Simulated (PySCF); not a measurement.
Record of a relaxation.

Species: C₄H₉B.
Bonds: C1–C2 (double), C2–B3, B3–C4, C4–C5. Hydrogens: H6, H7 on C1; H8 on C2; H9 on B3; H10, H11 on C4; H12, H13, H14 on C5.

Computed by this run: PySCF 2.14.0, PBE0-D3(BJ)/def2-SVP geometry optimisation, gas phase; density fitting, grid level 1; the optimiser is geomeTRIC in internal coordinates, started from a GFN2-xTB structure with every atom displaced at random (about 0.01 Å). 6 of its 8 geometries are shown. The frame can shift and turn from step to step; on so coarse a grid that alone can change the energy by a few meV, and forces under 0.02 eV/Å are noise.

Step 0: E = -4960.5297 eV, largest atomic force 2.619 eV/Å
```
atom  x, y, z in Å  |  force x, y, z in eV/Å
C1      2.798    0.366    0.543   -2.116   0.919   0.361
C2      1.689   -0.152   -0.023    0.318   0.363   0.354
B3      0.227    0.325    0.255    1.345  -0.429  -0.091
C4     -0.921   -0.415   -0.437   -2.499   0.157   0.767
C5     -2.351    0.159   -0.211    0.998  -0.100   0.251
H6      3.777    0.055    0.329    1.648  -0.702  -0.398
H7      2.707    1.205    1.241    0.019   0.026   0.119
H8      1.873   -0.961   -0.720   -0.084  -0.462  -0.395
H9      0.066    1.227    1.019   -0.136   0.412   0.324
H10    -0.777   -0.482   -1.502    0.493  -0.181  -0.965
H11    -0.961   -1.463   -0.086    0.429  -0.118  -0.019
H12    -2.396    1.186   -0.569   -0.158   0.390  -0.214
H13    -2.609    0.196    0.853    0.038  -0.020   0.263
H14    -3.129   -0.421   -0.699   -0.295  -0.255  -0.357
```

Step 1: E = -4960.6927 eV, largest atomic force 0.771 eV/Å
```
atom  x, y, z in Å  |  force x, y, z in eV/Å
C1      2.755    0.580    0.308    0.723  -0.255   0.079
C2      1.710   -0.129   -0.140   -0.259  -0.151  -0.169
B3      0.256    0.216    0.270   -0.265   0.085  -0.167
C4     -0.999   -0.487   -0.375    0.249   0.118  -0.087
C5     -2.370    0.101   -0.076   -0.132   0.007  -0.078
H6      3.800    0.321    0.035   -0.402   0.241   0.025
H7      2.630    1.413    1.005   -0.055   0.056   0.034
H8      1.917   -0.947   -0.846   -0.009   0.019   0.069
H9      0.100    1.076    1.119    0.033  -0.029   0.001
H10    -0.835   -0.577   -1.472    0.008  -0.001   0.172
H11    -0.943   -1.537   -0.026    0.003  -0.104   0.019
H12    -2.448    1.138   -0.445    0.003  -0.036   0.005
H13    -2.568    0.135    1.005    0.010  -0.009   0.047
H14    -3.189   -0.475   -0.545    0.091   0.058   0.049
```

Step 3: E = -4960.7070 eV, largest atomic force 0.095 eV/Å
```
atom  x, y, z in Å  |  force x, y, z in eV/Å
C1      2.759    0.554    0.333   -0.068  -0.001  -0.067
C2      1.706   -0.129   -0.152   -0.015   0.014   0.026
B3      0.251    0.233    0.244   -0.004   0.007   0.077
C4     -0.995   -0.481   -0.378    0.010  -0.003  -0.007
C5     -2.370    0.101   -0.076    0.013  -0.002   0.015
H6      3.788    0.345    0.023    0.060  -0.012   0.043
H7      2.621    1.372    1.051   -0.015  -0.031  -0.020
H8      1.909   -0.936   -0.869    0.017   0.009  -0.028
H9      0.107    1.094    1.092    0.005   0.026   0.005
H10    -0.833   -0.589   -1.467   -0.010  -0.014  -0.028
H11    -0.928   -1.529   -0.012    0.006   0.013   0.000
H12    -2.460    1.130   -0.459    0.003   0.004  -0.002
H13    -2.553    0.148    1.009    0.005   0.002  -0.009
H14    -3.186   -0.487   -0.524   -0.008  -0.013  -0.005
```

Step 4: E = -4960.7084 eV, largest atomic force 0.031 eV/Å
```
atom  x, y, z in Å  |  force x, y, z in eV/Å
C1      2.756    0.552    0.329    0.011  -0.027   0.011
C2      1.702   -0.126   -0.159   -0.017   0.024  -0.001
B3      0.252    0.240    0.247   -0.010  -0.010  -0.009
C4     -0.993   -0.478   -0.377   -0.004   0.013  -0.001
C5     -2.369    0.099   -0.076   -0.002  -0.006   0.004
H6      3.790    0.332    0.039    0.018   0.013  -0.001
H7      2.614    1.366    1.049   -0.003  -0.007  -0.002
H8      1.903   -0.930   -0.881    0.002   0.002   0.000
H9      0.111    1.103    1.094    0.004   0.004  -0.003
H10    -0.831   -0.588   -1.467    0.000  -0.004  -0.002
H11    -0.920   -1.524   -0.009    0.003  -0.003   0.004
H12    -2.464    1.126   -0.461    0.000   0.000  -0.001
H13    -2.552    0.148    1.009    0.000   0.003   0.000
H14    -3.183   -0.494   -0.522   -0.001  -0.002   0.001
```

Step 6: E = -4960.7094 eV, largest atomic force under 0.02 eV/Å
```
atom  x, y, z in Å  |  force x, y, z in eV/Å
C1      2.759    0.537    0.343   -0.009   0.000   0.015
C2      1.702   -0.110   -0.180    0.013  -0.002  -0.009
B3      0.252    0.258    0.228    0.013  -0.010   0.000
C4     -0.993   -0.472   -0.379   -0.008  -0.005  -0.002
C5     -2.372    0.095   -0.073    0.004   0.001  -0.004
H6      3.796    0.315    0.064   -0.007  -0.010  -0.002
H7      2.614    1.330    1.084    0.009   0.014   0.000
H8      1.901   -0.899   -0.918   -0.005   0.010  -0.004
H9      0.116    1.125    1.072   -0.006  -0.004  -0.004
H10    -0.841   -0.601   -1.468    0.000   0.004   0.006
H11    -0.907   -1.512    0.006   -0.001   0.000   0.002
H12    -2.482    1.115   -0.476   -0.003  -0.001  -0.002
H13    -2.544    0.162    1.013    0.000   0.001   0.002
H14    -3.184   -0.515   -0.500    0.000   0.003   0.002
```

Step 7: E = -4960.7096 eV, largest atomic force under 0.02 eV/Å
```
atom  x, y, z in Å  |  force x, y, z in eV/Å
C1      2.760    0.530    0.350   -0.014  -0.001  -0.004
C2      1.702   -0.101   -0.187    0.009   0.003  -0.005
B3      0.251    0.264    0.221    0.015   0.004   0.001
C4     -0.993   -0.471   -0.380   -0.005  -0.012   0.001
C5     -2.374    0.094   -0.073    0.004   0.004  -0.001
H6      3.796    0.300    0.075   -0.001   0.000   0.003
H7      2.619    1.318    1.098    0.006   0.001   0.003
H8      1.900   -0.882   -0.935   -0.003   0.000   0.001
H9      0.115    1.132    1.065   -0.007  -0.005   0.001
H10    -0.844   -0.607   -1.469    0.002   0.004   0.002
H11    -0.903   -1.508    0.012   -0.004   0.002   0.000
H12    -2.489    1.109   -0.484   -0.002  -0.001  -0.002
H13    -2.540    0.169    1.013    0.000   0.001   0.000
H14    -3.184   -0.523   -0.491   -0.002   0.001   0.001
```

Problem. Summarise the path.

Solution. The energy falls by 17.36 kJ/mol from step 0 to step 7; nine tenths of that is first reached at step 1. It falls at every step. The largest force goes from 2.619 to under 0.02 eV/Å. Among the bonds C1–H6 changes most, from 1.050 to 1.096 Å; the atoms move by 0.078 Å rms after alignment.

What follows is the cost of the whole optimisation. Time: 30 s of wall time; peak memory 0.47 GiB. Hardware: one thread of an Arm Neoverse V2, no GPU, shared host.
